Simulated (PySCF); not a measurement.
# Exercise with solution: oscillator strength and radiative lifetime

B(H)(Et)(vinyl) (C4H9B), SMILES C=CBCC.

Geometry optimised at PBE0-D3(BJ)/def2-SVP. The structure was generated by enumeration, and PubChem lists no compound with its InChIKey, so it may never have been made. The values are those of a single conformer.

TDA-ωB97X/def2-SVPD (PySCF) puts the first singlet state with f over 0.02 at 5.70 eV (vertical), with the transition dipole (0.059, 0.325, 0.401) in atomic units.

**Question.** Find the oscillator strength, the wavelength and the radiative lifetime that this transition would have in vacuum if emission retraced absorption.

**Answer.** 
|μ|² = 0.2699 au, so |μ| = 1.32 D. ΔE = 5.70/27.211 = 0.2095 hartree. f = (2/3) ΔE |μ|² = 0.038 (the program prints 0.038).
λ = 1239.84/5.70 = 218 nm; ν = 45974 cm⁻¹.
Einstein's coefficient A = 0.6670 ν² f s⁻¹ (ν in cm⁻¹) = 5.3e7 s⁻¹, so τ = 1/A = 19 ns. This state is S2; the lower singlet has f = 0.005. The figure is the radiative limit of this one transition; relaxation, internal conversion, crossing to triplets and a medium change what is measured.
